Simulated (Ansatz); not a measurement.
Consider the ligand exchange at the In–F bond: `[F][In]([SH])[SH]` + HBr → `[SH][In]([SH])[Br]` + H–F.

Gas-phase electronic energies from Ansatz, PBE0-D4/def2-TZVP geometries. CCSD(T)/CBS adds triple-zeta CCSD(T) − MP2 to the extrapolated MP2 energy (def2 sets, frozen cores). This one scheme is used for every species. Functionals use def2-TZVPP. B3LYP here is the variant with VWN-RPA as its local correlation; programs differ in this. HSE06 is defined as in plane-wave codes. Elements past krypton have def2 core potentials. For Br, In outer-core shells are correlated without core-valence functions, which leaves a few kJ/mol of doubt a bond. Scalar relativity is left out up to krypton. One conformer a species, not always the lowest.

| level | ΔE (kJ/mol) |
| --- | --- |
| BLYP-D4 | -62.8 |
| B3LYP-D4 | -72.4 |
| HSE06-D4 | -82.4 |
| CAM-B3LYP-D4 | -67.2 |

Q: What does CCSD(T)/CBS give? (Best estimate.)

A: Computed: -80.9 kJ/mol. The listed levels differ from it by 18.1, 8.5, -1.5, 13.7 kJ/mol.

Largest T1 diagnostic among the species: 0.015.

At CCSD(T), def2-SVP lies +13.9 kJ/mol from the extrapolated value and def2-TZVPP +2.5 kJ/mol. The D4 term adds −6.4 kJ/mol with B3LYP and −3.7 kJ/mol with PBE0; it sums over pairs of atoms, weighted by their polarisabilities, and B3LYP, whose exchange is more repulsive, gets the larger term. Leaving LDA and LC-ωPBE aside and taking each functional with its dispersion term where it has one, the values, not all of them listed here, spread over 22.6 kJ/mol, from PBE-QIDH to BLYP-D4. LDA lies −6.2 kJ/mol from PBE without D4.
